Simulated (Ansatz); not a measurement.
Mulliken charges of C₂H₄GaIO (`[I][Ga]1[CH2]C[O]1`) from r2SCAN/def2-TZVPP in Ansatz (PBE0-D4/def2-TZVP geometry).

```
atom   x (Å)   y (Å)   z (Å)  charge (e)
  I1  -1.824  -0.529  -3.352      -0.184
 Ga2  -0.674  -0.210  -1.203       0.527
  C3   0.665   0.649  -0.028      -0.338
  C4   0.077  -0.302   1.032       0.214
  O5  -0.953  -1.057   0.382      -0.433
  H6   0.515   1.711   0.162       0.079
  H7   1.707   0.468  -0.291       0.079
  H8  -0.351   0.254   1.873       0.028
  H9   0.839  -0.984   1.424       0.028
```

**Question.** By hand: the dipole of these point charges (1 e Å = 4.8032 D).

**Answer.** Σ q r = (0.374, 0.312, 0.130) e Å, of length 0.504 e Å = 2.42 D.

**Question.** How does the dipole of the full density compare? (Estimate.)

**Answer.** The calculation gave: (0.328, 0.327, -0.034) e Å, 2.23 D; the point charges give 1.09 times that, at 20° from its direction.

Point charges leave out the atoms' own dipoles, such as those of lone pairs, and Mulliken's split depends on the basis, so the two needn't agree.
